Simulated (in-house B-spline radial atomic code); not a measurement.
Computed with a B-spline radial atomic code. Model: two electrons, singlet ground state, non-relativistic, full CI in B-splines with partial waves to l = 8 (at full coupling up to 3e-4 hartree above the limit, correlation up to 0.6 % small), density held at that of full coupling by Lieb maximisation.

Along the adiabatic connection the electron repulsion is scaled by a coupling λ while a local potential keeps the density fixed. At λ = 0 the system is the Kohn-Sham one and W equals the exchange energy; the exchange-correlation energy is the area under W between 0 and 1. The kinetic energy rises with λ as the electrons avoid each other, with dT/dλ = −λ dW/dλ.

Command:
```bash
python run_ac.py task.json out
```
Settings (lengths in bohr, energies in hartree):
```
potential              coulomb
strength               2.9
lmax                   8
```

Time taken, with all properties: 6.1 s on 1 thread of Intel(R) Xeon(R) Processor @ 2.30GHz, with other jobs on the host.

**W = mean repulsion less Hartree energy, and W of three functionals.**

Given: confinement point charge; nuclear charge 2.9; external potential -Z/r.

Computed: LDA exchange minus exact 221.93 millihartree; PBE exchange minus exact 24.128 millihartree.

```json
{"coupling": "0", "W xc (hartree)": "-1.5884", "W xc minus exchange (millihartree)": "0", "kinetic minus Kohn-Sham (millihartree)": "0", "LDA (PW92) W minus its exchange (millihartree)": "0", "PBE W minus its exchange (millihartree)": "0", "SCAN W minus its exchange (millihartree)": "0"}
{"coupling": "0.02", "W xc (hartree)": "-1.5903", "W xc minus exchange (millihartree)": "-1.891", "kinetic minus Kohn-Sham (millihartree)": "0", "LDA (PW92) W minus its exchange (millihartree)": "-12.92", "PBE W minus its exchange (millihartree)": "-1.82", "SCAN W minus its exchange (millihartree)": "-1.83"}
{"coupling": "0.05", "W xc (hartree)": "-1.5931", "W xc minus exchange (millihartree)": "-4.707", "kinetic minus Kohn-Sham (millihartree)": "0.1", "LDA (PW92) W minus its exchange (millihartree)": "-26.81", "PBE W minus its exchange (millihartree)": "-4.58", "SCAN W minus its exchange (millihartree)": "-4.53"}
{"coupling": "0.12", "W xc (hartree)": "-1.5996", "W xc minus exchange (millihartree)": "-11.184", "kinetic minus Kohn-Sham (millihartree)": "0.7", "LDA (PW92) W minus its exchange (millihartree)": "-52.16", "PBE W minus its exchange (millihartree)": "-11.06", "SCAN W minus its exchange (millihartree)": "-10.66"}
{"coupling": "0.25", "W xc (hartree)": "-1.6113", "W xc minus exchange (millihartree)": "-22.876", "kinetic minus Kohn-Sham (millihartree)": "2.8", "LDA (PW92) W minus its exchange (millihartree)": "-88.46", "PBE W minus its exchange (millihartree)": "-23.02", "SCAN W minus its exchange (millihartree)": "-21.57"}
{"coupling": "0.4", "W xc (hartree)": "-1.6243", "W xc minus exchange (millihartree)": "-35.848", "kinetic minus Kohn-Sham (millihartree)": "7", "LDA (PW92) W minus its exchange (millihartree)": "-121.96", "PBE W minus its exchange (millihartree)": "-36.52", "SCAN W minus its exchange (millihartree)": "-33.53"}
{"coupling": "0.6", "W xc (hartree)": "-1.6408", "W xc minus exchange (millihartree)": "-52.333", "kinetic minus Kohn-Sham (millihartree)": "15.3", "LDA (PW92) W minus its exchange (millihartree)": "-158.93", "PBE W minus its exchange (millihartree)": "-53.88", "SCAN W minus its exchange (millihartree)": "-48.57"}
{"coupling": "0.8", "W xc (hartree)": "-1.6564", "W xc minus exchange (millihartree)": "-67.956", "kinetic minus Kohn-Sham (millihartree)": "26.2", "LDA (PW92) W minus its exchange (millihartree)": "-190.31", "PBE W minus its exchange (millihartree)": "-70.44", "SCAN W minus its exchange (millihartree)": "-62.73"}
{"coupling": "1", "W xc (hartree)": "?", "W xc minus exchange (millihartree)": "?", "kinetic minus Kohn-Sham (millihartree)": "?", "LDA (PW92) W minus its exchange (millihartree)": "?", "PBE W minus its exchange (millihartree)": "?", "SCAN W minus its exchange (millihartree)": "?"}
{"coupling": "1.4", "W xc (hartree)": "-1.6987", "W xc minus exchange (millihartree)": "-110.25", "kinetic minus Kohn-Sham (millihartree)": "72.4", "LDA (PW92) W minus its exchange (millihartree)": "-264.72", "PBE W minus its exchange (millihartree)": "-115.6", "SCAN W minus its exchange (millihartree)": "-100.84"}
{"coupling": "2", "W xc (hartree)": "-1.7352", "W xc minus exchange (millihartree)": "-146.74", "kinetic minus Kohn-Sham (millihartree)": "134.2", "LDA (PW92) W minus its exchange (millihartree)": "-321.55", "PBE W minus its exchange (millihartree)": "-154.82", "SCAN W minus its exchange (millihartree)": "-133.75"}
{"coupling": "3", "W xc (hartree)": "-1.7859", "W xc minus exchange (millihartree)": "-197.48", "kinetic minus Kohn-Sham (millihartree)": "260.1", "LDA (PW92) W minus its exchange (millihartree)": "-394.36", "PBE W minus its exchange (millihartree)": "-209.82", "SCAN W minus its exchange (millihartree)": "-179.95"}
{"coupling": "4.5", "W xc (hartree)": "-1.8447", "W xc minus exchange (millihartree)": "-256.32", "kinetic minus Kohn-Sham (millihartree)": "478.5", "LDA (PW92) W minus its exchange (millihartree)": "-474.15", "PBE W minus its exchange (millihartree)": "-274.9", "SCAN W minus its exchange (millihartree)": "-234.8"}
{"coupling": "7", "W xc (hartree)": "?", "W xc minus exchange (millihartree)": "?", "kinetic minus Kohn-Sham (millihartree)": "?", "LDA (PW92) W minus its exchange (millihartree)": "?", "PBE W minus its exchange (millihartree)": "?", "SCAN W minus its exchange (millihartree)": "?"}
{"coupling": "10", "W xc (hartree)": "-1.9683", "W xc minus exchange (millihartree)": "-379.85", "kinetic minus Kohn-Sham (millihartree)": "1328.1", "LDA (PW92) W minus its exchange (millihartree)": "-640.24", "PBE W minus its exchange (millihartree)": "-421.22", "SCAN W minus its exchange (millihartree)": "-356.85"}
```

Q: What belongs in the row 1?

A: W xc (hartree): -1.6712; W xc minus exchange (millihartree): -82.778; kinetic minus Kohn-Sham (millihartree): 39.5; LDA (PW92) W minus its exchange (millihartree): -217.81; PBE W minus its exchange (millihartree): -86.23; SCAN W minus its exchange (millihartree): -76.11.

Q: What belongs in the row 7?

A: W xc (hartree): -1.9135; W xc minus exchange (millihartree): -325.08; kinetic minus Kohn-Sham (millihartree): 868; LDA (PW92) W minus its exchange (millihartree): -565.71; PBE W minus its exchange (millihartree): -354.14; SCAN W minus its exchange (millihartree): -301.44.

Q: What is the SCAN exchange minus exact?

A: -4.6387 millihartree.

**Energy parts, natural occupations and partial-wave weights.**

Computed: total energy -6.7522 hartree; exchange energy -1.5884 hartree; correlation energy -0.043267 hartree; kinetic part of the DFT correlation energy 0.039511 hartree; initial slope twice GL2 -0.09486 hartree; kinetic part over minus potential part 0.47732; Kohn-Sham kinetic 6.7124 hartree.

| natural | occupation of the shell (electrons) |
| --- | --- |
| s | 1.9929 |
| p | ? |
| s | 0.0029452 |
| d | 0.00017441 |
| p | 0.00012811 |
| s | 5.7887e-05 |

Q: What belongs in the row p?

A: occupation of the shell (electrons): 0.0036721.

```csv
wave,weight
s,0.99798
p,0.0019064
d,?
f,1.3836e-05
g,3.225e-06
```

Q: What belongs in the row d?

A: weight: 9.7773e-05.

Q: What is the Lieb Oxford ratio E_xc over LDA exchange?

A: 1.1941.

Q: What is the Hartree energy?

A: 3.1769 hartree.

Half-way to full coupling W has made 53 % of its drop, against 50 % for a straight line, and second-order (GL2) theory, half the initial slope, overshoots the correlation energy by about 10 %: a moderate bend, as in light atoms. Over couplings 0 to 1 the errors in E_xc come to about +133 millihartree for LDA, +23 millihartree for PBE, -1.5 millihartree for SCAN, so SCAN is nearest. In LDA and PBE and SCAN the errors of exchange and correlation have opposite signs, so the sum is smaller than the larger of the two.
